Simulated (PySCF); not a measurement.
Cl₂GeH₄Si, SMILES [SiH](Cl)(Cl)[GeH3].

Coordinates come from a ωB97X-D3(BJ)/def2-SVP optimisation. This is a generated structure with no PubChem entry under its InChIKey; it may be hypothetical.

Computed with CAM-B3LYP/def2-TZVP run with PySCF.

Computed frontier levels, gap, dipole moment and polarisability:
```yaml
highest_occupied_level: -9.51 eV
lowest_empty_level: 0.68 eV
orbital_gap: 10.19 eV
dipole_moment: 0.318 e·Å
quadrupole, principal values (traceless, Buckingham form, about the centre of nuclear charge): -1.88, -0.93, 2.81 D·Å
mean_static_polarisability: 80.1 bohr³ (11.86 Å³)
polarisability_principal_values: 68.5, 82.6, 89.1 bohr³
```
